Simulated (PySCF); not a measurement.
## Atomic charges against the basis set

Compound: C2H8O2Si.
Cartesian coordinates in Å at the PBE0-D3(BJ)/def2-SVP level; atoms count from 1:
```
atom  x, y, z in Å
C1     1.3589   -0.9724    0.3369
O2     0.7123    0.1742    0.8031
Si3   -0.3574    1.0902   -0.0860
C4    -2.0236    0.2862   -0.2372
O5    -0.5829    2.5124    0.7300
H6     0.6644   -1.8259    0.2230
H7     2.1337   -1.2689    1.0613
H8     1.8544   -0.8086   -0.6392
H9     0.2681    1.3136   -1.4310
H10   -1.9543   -0.6752   -0.7699
H11   -2.7226    0.9319   -0.7906
H12   -2.4458    0.0979    0.7619
H13    0.2116    2.9932    0.9786
```

PBE0 throughout (PySCF), one geometry, spherical d and f functions. Geometry: PBE0-D3(BJ)/def2-SVP, one conformer, isolated molecule. Atoms taken as equivalent share a column and are averaged. The first 7 of 9 kinds of atom are listed.

Mulliken charges (e):

```tsv
basis	functions	C1	O2	Si3	C4	O5	H6/H7/H8	H9
STO-3G	37	-0.133	-0.387	+0.903	-0.419	-0.446	+0.070	-0.154
6-31G	65	-0.205	-0.730	+1.214	-0.845	-0.793	+0.166	-0.169
pcSseg-0	65	-0.295	-0.864	+1.533	-1.240	-0.838	+0.217	-0.138
6-31G*	90	-0.257	-0.574	+0.934	-0.784	-0.733	+0.166	-0.134
cc-pVDZ	114	+0.077	-0.432	+0.616	-0.274	-0.346	+0.039	-0.132
def2-SVP	114	+0.135	-0.518	+0.754	-0.367	-0.406	+0.036	-0.140
pcSseg-1	132	-0.022	-0.650	+1.043	-0.654	-0.558	+0.105	-0.165
6-311+G(2d,p)	191	-0.275	-0.653	+1.319	-0.800	-0.722	+0.143	-0.096
aug-cc-pVDZ	191	+0.855	-0.956	+1.438	+0.434	-0.730	-0.215	+0.214
def2-TZVP	209	-0.215	-0.344	+0.568	-0.500	-0.533	+0.119	-0.079
IGLO-III	264	-0.281	-0.479	+1.178	-0.643	-0.628	+0.122	-0.215
cc-pVTZ	266	-0.096	-0.317	+0.500	-0.381	-0.353	+0.078	-0.103
```

IAO charges (e):

| basis | functions | C1 | O2 | Si3 | C4 | O5 | H6/H7/H8 | H9 |
| --- | --- | --- | --- | --- | --- | --- | --- | --- |
| STO-3G | 37 | -0.261 | -0.465 | +1.118 | -0.664 | -0.582 | +0.117 | -0.148 |
| 6-31G | 65 | -0.231 | -0.609 | +1.188 | -0.750 | -0.746 | +0.141 | -0.151 |
| pcSseg-0 | 65 | -0.213 | -0.607 | +1.217 | -0.759 | -0.730 | +0.134 | -0.162 |
| 6-31G* | 90 | -0.190 | -0.639 | +1.316 | -0.753 | -0.774 | +0.129 | -0.189 |
| cc-pVDZ | 114 | -0.188 | -0.633 | +1.304 | -0.749 | -0.771 | +0.128 | -0.189 |
| def2-SVP | 114 | -0.181 | -0.632 | +1.315 | -0.744 | -0.768 | +0.126 | -0.195 |
| pcSseg-1 | 132 | -0.189 | -0.645 | +1.330 | -0.757 | -0.781 | +0.130 | -0.194 |
| 6-311+G(2d,p) | 191 | -0.200 | -0.655 | +1.349 | -0.775 | -0.802 | +0.135 | -0.194 |
| aug-cc-pVDZ | 191 | -0.197 | -0.646 | +1.317 | -0.763 | -0.793 | +0.134 | -0.186 |
| def2-TZVP | 209 | -0.197 | -0.656 | +1.363 | -0.779 | -0.802 | +0.134 | -0.199 |
| IGLO-III | 264 | -0.200 | -0.657 | +1.360 | -0.779 | -0.805 | +0.135 | -0.197 |
| cc-pVTZ | 266 | -0.198 | -0.651 | +1.350 | -0.776 | -0.798 | +0.134 | -0.195 |

Hirshfeld charges (e):

| basis | functions | C1 | O2 | Si3 | C4 | O5 | H6/H7/H8 | H9 |
| --- | --- | --- | --- | --- | --- | --- | --- | --- |
| STO-3G | 37 | +0.034 | -0.256 | +0.546 | -0.131 | -0.274 | +0.007 | -0.110 |
| 6-31G | 65 | -0.015 | -0.280 | +0.466 | -0.195 | -0.331 | +0.039 | -0.093 |
| pcSseg-0 | 65 | -0.024 | -0.257 | +0.493 | -0.200 | -0.329 | +0.036 | -0.103 |
| 6-31G* | 90 | -0.016 | -0.248 | +0.421 | -0.197 | -0.309 | +0.038 | -0.096 |
| cc-pVDZ | 114 | -0.034 | -0.228 | +0.444 | -0.209 | -0.299 | +0.037 | -0.102 |
| def2-SVP | 114 | -0.034 | -0.232 | +0.450 | -0.212 | -0.304 | +0.038 | -0.103 |
| pcSseg-1 | 132 | -0.035 | -0.243 | +0.464 | -0.216 | -0.311 | +0.040 | -0.099 |
| 6-311+G(2d,p) | 191 | -0.037 | -0.248 | +0.465 | -0.214 | -0.312 | +0.040 | -0.094 |
| aug-cc-pVDZ | 191 | -0.044 | -0.246 | +0.472 | -0.223 | -0.311 | +0.041 | -0.093 |
| def2-TZVP | 209 | -0.040 | -0.240 | +0.456 | -0.217 | -0.309 | +0.040 | -0.095 |
| IGLO-III | 264 | -0.044 | -0.239 | +0.457 | -0.219 | -0.307 | +0.041 | -0.091 |
| cc-pVTZ | 266 | -0.041 | -0.236 | +0.456 | -0.218 | -0.307 | +0.040 | -0.097 |

Some averages cover members that differ in this geometry, most widely: H6/H7/H8, Mulliken in aug-cc-pVDZ -0.304 to -0.166; H6/H7/H8, IAO in 6-31G +0.127 to +0.163; H6/H7/H8, Mulliken in 6-31G +0.153 to +0.185; H6/H7/H8, IAO in pcSseg-0 +0.122 to +0.155 e.

Q: Which scheme is steadiest as the basis changes?

A: Largest range over the bases for any column: Hirshfeld 0.12 e, IAO 0.25 e, Mulliken 1.67 e. Hirshfeld charges move least and Mulliken charges most, counted in e. Without the minimal STO-3G basis the ranges are Hirshfeld 0.07, IAO 0.18, Mulliken 1.67 e.

Q: How much do the charges still move between the two largest bases, IGLO-III and cc-pVTZ?

A: At most, over all atoms: Mulliken 0.679 e, IAO 0.010 e, Hirshfeld 0.006 e.

Q: What do the same runs give for the total energy, the frontier levels and the dipole moment?

A: 
```json
{"basis": "STO-3G", "energy (Eh)": "-514.2496", "HOMO (eV)": "-3.85", "LUMO (eV)": "7.29", "μ (D)": "1.10"}
{"basis": "6-31G", "energy (Eh)": "-520.5144", "HOMO (eV)": "-7.70", "LUMO (eV)": "1.42", "μ (D)": "2.20"}
{"basis": "pcSseg-0", "energy (Eh)": "-519.7709", "HOMO (eV)": "-7.79", "LUMO (eV)": "1.65", "μ (D)": "2.06"}
{"basis": "6-31G*", "energy (Eh)": "-520.6376", "HOMO (eV)": "-7.67", "LUMO (eV)": "1.66", "μ (D)": "1.43"}
{"basis": "cc-pVDZ", "energy (Eh)": "-520.6659", "HOMO (eV)": "-7.67", "LUMO (eV)": "1.63", "μ (D)": "1.22"}
{"basis": "def2-SVP", "energy (Eh)": "-520.4022", "HOMO (eV)": "-7.76", "LUMO (eV)": "1.65", "μ (D)": "1.34"}
{"basis": "pcSseg-1", "energy (Eh)": "-520.6355", "HOMO (eV)": "-7.90", "LUMO (eV)": "1.33", "μ (D)": "1.54"}
{"basis": "6-311+G(2d,p)", "energy (Eh)": "-520.7598", "HOMO (eV)": "-7.94", "LUMO (eV)": "0.22", "μ (D)": "1.40"}
{"basis": "aug-cc-pVDZ", "energy (Eh)": "-520.6931", "HOMO (eV)": "-7.88", "LUMO (eV)": "-0.08", "μ (D)": "1.29"}
{"basis": "def2-TZVP", "energy (Eh)": "-520.7858", "HOMO (eV)": "-7.91", "LUMO (eV)": "0.92", "μ (D)": "1.30"}
{"basis": "IGLO-III", "energy (Eh)": "-520.7917", "HOMO (eV)": "-7.92", "LUMO (eV)": "0.69", "μ (D)": "1.29"}
{"basis": "cc-pVTZ", "energy (Eh)": "-520.7767", "HOMO (eV)": "-7.86", "LUMO (eV)": "1.13", "μ (D)": "1.22"}
```

The dipole is fixed by the density alone, so its range of 1.10 D shows that the density itself changes with the basis, not only its division among atoms.
